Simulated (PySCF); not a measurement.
## Ionisation energy of K(7+) by level of theory

K(7+) [Ne] 3s2 (1S) → K(8+) [Ne] 3s1 (2S), as a difference of total energies. Computed with PySCF 2.14 in an even-tempered Gaussian basis (19 s from 0.32 bohr⁻², ratio 2.5; 12 p from 0.42 bohr⁻², ratio 2.5; 5 d from 1.9 bohr⁻², ratio 2.7; 5 f from 2.9 bohr⁻², ratio 2.7), with scalar relativity by spin-free X2C-1e. Correlated levels: outer shells: 1s2 frozen; virtual orbitals above 40 to 60 times the deepest correlated orbital energy dropped. The calculations carry no spin-orbit coupling.

```json
{"method": "UHF", "ionisation energy (eV)": "152.71", "difference from reference (eV)": "-2.16"}
{"method": "MP2 (outer shells)", "ionisation energy (eV)": "154.46", "difference from reference (eV)": "-0.41"}
{"method": "SCS-MP2 (outer shells)", "ionisation energy (eV)": "154.63", "difference from reference (eV)": "-0.24"}
{"method": "CCSD (outer shells)", "ionisation energy (eV)": "154.79", "difference from reference (eV)": "-0.08"}
{"method": "CCSD(T) (outer shells)", "ionisation energy (eV)": "154.84", "difference from reference (eV)": "-0.03"}
```

Reference: 154.87 ± 0.05 eV (semi-empirical (NIST evaluation); NIST Atomic Spectra Database, ionization energies).
